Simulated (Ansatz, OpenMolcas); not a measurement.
[GeH5]− (SMILES [H][Ge-]([H])([H])([H])[H]): the vertical detachment energy, rung by rung

[GeH5]− has 6 atoms, charge -1, and is taken as a singlet. SMILES: `[H][Ge-]([H])([H])([H])[H]`. The shape comes from GFN2-xTB, which is rough for such elements, and wasn't checked as a minimum.

```tsv
atom	x (Å)	y (Å)	z (Å)
Ge	0.0002	-0.0010	0.0066
H	-0.0235	-0.0057	1.7687
H	0.0220	0.0095	-1.7749
H	1.5149	0.0110	0.0157
H	-0.7670	1.3041	0.0001
H	-0.7465	-1.3178	-0.0161
```

Each level gives the vertical detachment energy (to the doublet neutral) (eV). The values are calculated.

```
           level                kind     program  value (eV)  CPU time (all runs)
   HF/def2-TZVPP        Hartree–Fock  OpenMolcas        1.27                 46 s
SVWN5/def2-TZVPP                 LDA  OpenMolcas        1.49                 83 s
  PBE/def2-TZVPP                 GGA  OpenMolcas        1.48                2 min
 TPSS/def2-TZVPP            meta-GGA  OpenMolcas        1.57              3.1 min
 PBE0/def2-TZVPP       global hybrid  OpenMolcas        1.64              1.9 min
      FCI/STO-3G  exact in the basis      Ansatz       -3.45                 12 s
```

All-electron rows without a relativistic Hamiltonian named are non-relativistic. Where it was recorded, the anion's HOMO is positive in SVWN5/def2-TZVPP, PBE/def2-TZVPP, TPSS/def2-TZVPP, PBE0/def2-TZVPP: a fault of the level (basis or self-interaction), which says nothing on whether the real anion is bound. Sets without diffuse functions describe the anion poorly. The values span -3.45 to 1.64 eV. High-level rows in very small sets aren't better than simpler rows in larger ones. CPU times are rough (shared hosts, several kinds of processor and program).
